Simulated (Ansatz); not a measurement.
The same path of Cl4Ge + H (6 atoms, charge 0, multiplicity 2) was run twice with different band settings. Lost on the way: Ge1–Cl2. Made: Cl2–H6.

Method: Ansatz, UKS PBE0-D4/def2-SVP.

Relaxed end points:

```xyz
6
Properties=species:S:1:pos:R:3
Ge 0.003 0.000 -0.176
Cl 0.019 0.000 1.949
Cl 2.004 0.000 -0.894
Cl -1.002 1.738 -0.875
Cl -1.002 -1.738 -0.875
H -0.021 0.000 5.263
```

```xyz
6
Properties=species:S:1:pos:R:3
Ge -0.101 0.000 -0.037
Cl 0.829 0.000 3.217
Cl 1.907 0.000 -0.849
Cl -1.125 1.758 -0.795
Cl -1.125 -1.758 -0.795
H -0.384 0.000 3.650
```

Common settings: spring 5.0 eV/Å²; optimiser quadratic models (default); start path through a guess of the saddle point; force threshold 0.03 eV/Å; iteration limit 60; end points relaxed.

| run | movable images | climbing image |
| --- | --- | --- |
| 1 | 5 | yes |
| 2 | 6 | no |

Problem. What does each run give, and how far can it be trusted?

Solution. Run 1: converged after 11 iterations, highest image 0.329 eV above the first end. A vibrational analysis at the climbing image gives one clearly imaginary mode, 872i cm⁻¹: a first-order saddle point.
Run 2: converged after 7 iterations, highest image 0.303 eV above the first end. No image climbed, so the highest image needn't sit at the top of the path.
